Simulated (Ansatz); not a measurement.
Gas-phase reaction R1 → 3 P1, each structure at its B3LYP-D3(BJ)/def2-TZVP stationary point, reached from a drawn start (curvature not checked).
P1: O atom, charge 0, multiplicity 3.
R1: O3 (SMILES O=[O+][O-]), charge 0, multiplicity 1.

P less R. No zero-point or thermal terms; singlets are restricted closed shells; open shells are unrestricted; no spin–orbit coupling.

Frozen-core correlation throughout.

Programs: Ansatz (an electronic-structure program). All values are computed, each at the level named.

Total energies in hartree:

| structure | PBE/def2-TZVPP | CCSD(T)/cc-pVQZ |
|---|---|---|
| P1 | -75.009672 | -74.993566 |
| R1 | -225.323025 | -225.201792 |

Work out the reaction energy at each level in kcal/mol (1 hartree = 627.50947 kcal/mol), and say how far PBE/def2-TZVPP lies from CCSD(T)/cc-pVQZ.


- PBE/def2-TZVPP: 3 × (-75.009672) − (-225.323025) = 0.294009 hartree = 184.49 kcal/mol
- CCSD(T)/cc-pVQZ: 3 × (-74.993566) − (-225.201792) = 0.221094 hartree = 138.74 kcal/mol
PBE/def2-TZVPP less CCSD(T)/cc-pVQZ: 45.75 kcal/mol. CCSD(T)/cc-pVQZ is the level counted from, the highest shown, and no exact or measured value.

Doubts at one or more of the structures used: other coupled-cluster roots may lie near (CCSD(T)/cc-pVQZ).
